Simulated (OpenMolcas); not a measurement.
# Cr3+ in a point-charge field

Cr3+ among 2 point charges of -1 e arranged as a linear pair (D∞h), 2.35 Å from the ion.

- Program: OpenMolcas
- Method: SS-CASPT2, IPEA 0.25 Eh, imaginary shift 0.1 Eh (closed shells correlated: 3s 3p)
- Basis: ANO-RCC-VDZP [5s4p2d1f]
- Scalar Hamiltonian: DKH2, point nucleus
- Active space: 3 electrons in 5 orbitals (3d)
- State averaging: 2S+1 = 4 even, 10 roots; 2S+1 = 2 even, 40 roots
- Spin-orbit coupling: state interaction with AMFI integrals over the reference wave functions

The lowest spin-free states (labels by Λ), above the lowest:

| State | Degeneracy | E (cm-1) | Free-ion L (%) |
| --- | --- | --- | --- |
| 4Π | 2 | 0 | F (98) |
| 4Σ | 1 | 430 | F (99) |
| 4Δ | 2 | 1340 | F (100) |
| 4Φ | 2 | 1930 | F (100) |
| 4Π | 2 | 14480 | P (98) |
| 2Γ | 2 | 15300 | G (98) |
| 2Φ | 2 | 15800 | G (95) |
| 2Δ | 2 | 16440 | G (96) |
| 2Π | 2 | 16630 | G (97) |
| 2Σ | 1 | 16790 | G (99) |
| 4Σ | 1 | 19150 | P (99) |
| 2Π | 2 | 19700 | P (62) |
| 2Σ | 1 | 19750 | P (100) |
| 2H | 2 | 20010 | H (100) |
| 2Σ | 1 | 20540 | D (99) |
| 2Γ | 2 | 21760 | H (98) |
| 2Π | 2 | 23330 | D (61) |
| 2Φ | 2 | 23420 | H (95) |
| 2Δ | 2 | 23650 | D (87) |
| 2Δ | 2 | 23760 | H (86) |

The lowest levels with spin-orbit coupling:

```
E (cm-1)  Degeneracy  2S+1                g
       0           2     4   1.05 1.05 1.97
     220           2     4   0.00 0.00 4.29
     260           2     4   2.03 2.78 2.78
     480           2     4   0.00 0.00 7.92
     960           2     4   0.00 0.00 5.52
    1060           2     4   1.78 5.12 5.12
    1510           2     4   0.62 0.62 1.77
    1570           2     4   0.00 0.00 1.51
    1740           2     4   0.00 0.00 5.59
    1940           2     4   0.00 0.00 9.73
    2020           2     4   0.00 0.00 0.68
    2310           2     4   0.00 0.00 4.49
    2550           2     4   0.00 0.00 8.27
    2760           2     4  0.00 0.00 12.00
   14680           2     4   1.10 1.10 3.89
   14780           2     4   0.11 1.01 1.01
   14890           2     4   0.00 0.00 4.00
   15020           2     4   0.00 0.00 8.01
   15510           2     2   0.00 0.00 6.12
   15800           2     2   0.00 0.00 9.98
```

Powder χT (cm3 K/mol): 0.193 at 2 K, 0.205 at 10 K, 0.267 at 50 K, 0.4 at 100 K, 0.763 at 200 K, 1.07 at 300 K. The effective moment at 300 K is 2.828 √(χT) = 2.93 μB.

The lowest level has 2S+1 = 4, for which the spin-only value is χT = S(S+1) / 2 = 1.875 cm3 K/mol (g = 2). The computed 1.074 at 300 K differs by -0.801, through orbital momentum, spin-orbit coupling and any other state in reach.

Roots that are degenerate in the reference are averaged as groups; the widest CASPT2 spread within a group is 47 cm-1 (the 2-fold group of multiplicity 2 near 37000 cm-1 above the lowest state of its run). Shifts and gaps below about the spread of the groups concerned are not significant. The ground term spreads over less than 5000 cm-1, several times less than with real ligands, so orbital moments are less quenched and χT lies further from the spin-only value than at real sites. Free-ion shares, where given, are those of the reference states; single-state CASPT2 does not remix them. This is an electrostatic model: the charges have no orbitals. No measured value stands beside these numbers.

The CASPT2 steps took 2.5 s on 1 thread of Arm Neoverse V2 (shared host); the integral step is not counted.
